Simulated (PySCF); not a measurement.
Worked example: oscillator strength and radiative lifetime

penta-1,4-dien-3-amine (C₅H₉N), SMILES C=CC(N)C=C.

The structure is a stationary point at B3LYP-D3(BJ)/def2-SVP. The values are those of a single conformer.

TDA-B3LYP/def2-SVPD (PySCF 2.14.0) puts the first singlet state with f over 0.02 at 5.31 eV (vertical), with the transition dipole (-0.139, -0.432, -0.199) in atomic units.

**Question.** Find the oscillator strength, the wavelength and the radiative lifetime that this transition would have in vacuum if emission retraced absorption.

**Answer.** 
|μ|² = 0.2455 au, so |μ| = 1.26 D. ΔE = 5.31/27.211 = 0.1951 hartree. f = (2/3) ΔE |μ|² = 0.032 (the program prints 0.032).
λ = 1239.84/5.31 = 233 nm; ν = 42828 cm⁻¹.
Einstein's coefficient A = 0.6670 ν² f s⁻¹ (ν in cm⁻¹) = 3.9e7 s⁻¹, so τ = 1/A = 26 ns. This state is S1. The figure is the radiative limit of this one transition; relaxation, internal conversion, crossing to triplets and a medium change what is measured.
